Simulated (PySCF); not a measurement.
A species of formula C6H11N has this rotational fingerprint, computed with wB97X-D/def2-SVPD in PySCF (dipole) on a GFN2-xTB geometry, gas phase:

| Item | Value |
| --- | --- |
| Rotational constants | A = 2824, B = 2471, C = 1883 MHz |
| Dipole components | \|μa\| = 1.99 D, \|μb\| = 3.58 D, \|μc\| = 0.01 D |
| Inertial defect | -115.06 u·Å² |
| κ | 0.25 |

Problem. Which candidate fits, each taken in the one conformer that was computed?
A. `[CH2:1]=[CH:2][C:3](=[CH2:4])[CH2:5][NH:6][CH3:7]` with C1–C2–C3–C4 178°, C2–C3–C5–N6 -77°, C3–C5–N6–C7 174°
B. `[CH3:1][CH2:2][C:3]([CH3:4])([CH3:5])[C:6]#[N:7]` with C1–C2–C3–C4 -175°
C. `[CH2:1]=[CH:2][C@@H:3]1[CH2:4][CH2:5][NH:6][CH2:7]1` with C1–C2–C3–C4 136°, C2–C3–C4–C5 -134°, C3–C4–C5–N6 -16°, C4–C5–N6–C7 35°, C5–N6–C7–C3 -41°

Solution. B. It is CCC(C)(C)C#N, an asymmetric top, point group C1. The candidates at the same level (rigid rotor, commonest isotopes):

| SMILES | A (MHz) | B (MHz) | C (MHz) | μa (D) | μb (D) | μc (D) | Δ (u·Å²) | point group | rotor |
| --- | --- | --- | --- | --- | --- | --- | --- | --- | --- |
| CCC(C)(C)C#N | 2824 | 2471 | 1883 | 1.99 | 3.58 | 0.01 | -115.06 | C1 | asymmetric top |
| C=C[C@@H]1CCNC1 | 5566 | 1906 | 1580 | 0.25 | 0.99 | 0.97 | -36.05 | C1 | asymmetric top |
| C=CC(=C)CNC | 3767 | 1848 | 1336 | 0.03 | 0.70 | 0.47 | -29.28 | C1 | asymmetric top |

`C=C[C@@H]1CCNC1` has A 97 % too high; `C=CC(=C)CNC` has A 33 % too high. No structure here is proved a minimum.
